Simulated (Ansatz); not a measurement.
Ligand exchange: BH(SH)2 + SnH(SH)3 → B(SH)3 + SnH2(SH)2

Species: BH(SH)2, singlet; SnH(SH)3, singlet; B(SH)3, singlet; SnH2(SH)2, singlet. The partners trade H for SH: B–H and Sn–SH bonds give way to B–SH and Sn–H.

Shapes, held fixed at every level: PBE0-D4/def2-TZVP. Flexible molecules stand in one conformer, not always the lowest. Programs: Ansatz 0.2.0. Electronic energies: no zero-point or thermal term.

```csv
level,kind,ΔE (kJ/mol),less CCSD(T)/def2-TZVPP
HF/def2-SVP,Hartree–Fock,+16.0,+3.7
r2SCAN-D4/def2-TZVPP,meta-GGA,+13.7,+1.4
r2SCAN0-D4/def2-TZVPP,global hybrid,+13.4,+1.1
MP2/def2-TZVPP,perturbation theory,+12.9,+0.6
CCSD(T)/def2-SVP,coupled cluster or CI,+6.6,-5.7
CCSD/def2-TZVPP,coupled cluster or CI,+12.9,+0.6
CCSD(T)/def2-TZVPP,coupled cluster or CI,+12.3,0.0
```

The highest level, CCSD(T)/def2-TZVPP, gives ΔE = +12.3 kJ/mol; the levels span +6.6 to +16.0. The column of differences is taken from that level and isn't an error. No measured value is set beside it here. For atoms past krypton def2 sets carry core potentials with scalar relativity. Outer-core shells of Sn are correlated, in sets that cover them unevenly.
